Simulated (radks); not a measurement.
Initial-state core-level shifts of the bismuth ion Bi+ when its valence configuration changes from [Hg] 6p2. All-electron calculation, Dirac Kohn-Sham, LDA (Slater exchange, Perdew-Wang correlation), spin-unpolarised, spherical densities, point nucleus; open shells are shared between the two j in proportion to 2j + 1. Program: a radial shooting solver on a logarithmic mesh with Libxc functionals. Shifts are changes of the shell-averaged eigenvalues in eV (positive: less bound).

[Xe] 4f14 5d10 6s1.5 6p2.5: 1s -0.911; 2p -0.887; 4d -0.894; 5s -0.881
[Xe] 4f14 5d10 6p4: 1s -3.535; 2p -3.440; 4d -3.468; 5s -3.416
[Xe] 4f14 5d9.5 6s2 6p2.5: 1s -3.189; 2p -3.297; 4d -3.186; 5s -2.954
[Xe] 4f14 5d9 6s2 6p3: 1s -6.396; 2p -6.620; 4d -6.384; 5s -5.898
[Xe] 4f13 5d10 6s2 6p3: 1s -21.232; 2p -22.720; 4d -20.442; 5s -10.704
[Xe] 4f14 5d10 6s1 6p3: 1s -1.803; 2p -1.755; 4d -1.768; 5s -1.743
[Xe] 4f12 5d10 6s2 6p4: 1s -43.226; 2p -46.299; 4d -41.382; 5s -21.522
[Xe] 4f13 5d10 6p5: 1s -24.644; 2p -26.039; 4d -23.789; 5s -13.982
